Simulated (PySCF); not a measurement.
S⁺ (sulfur, charge +1) across methods

[Ne] 3s2 3p3, high-spin 4S determinant. All numbers are calculated (PySCF 2.14, the non-relativistic Hamiltonian (point nucleus), in aug-cc-pV(D+d)Z (5s4p3d, 32 functions)).

```
   method  E (hartree)  mean ε 3s α (eV)  mean ε 3s β (eV)  mean ε 3p α (eV)  Σ⟨r²⟩ (bohr²)   ⟨S²⟩
     PW91    -397.7080           -28.786           -25.374           -17.976          20.78  3.750
      LDA    -396.3318           -28.651           -25.579           -17.917          20.86  3.750
  r2SCAN0    -397.6993           -32.147           -26.622           -19.874          20.80  3.750
   r2SCAN    -397.6983           -29.909           -25.337           -18.489          20.80  3.750
     PBE0    -397.5879           -31.376           -26.660           -19.500          20.79  3.750
  wB97X-V    -397.6587           -34.102           -29.498           -21.841          20.84  3.750
      PBE    -397.5507           -28.747           -25.319           -17.936          20.82  3.750
BHandHLYP    -397.7373           -33.686           -28.134           -20.735          20.81  3.751
      UHF   -397.15977           -38.466           -29.111           -23.459          21.00  3.751
```
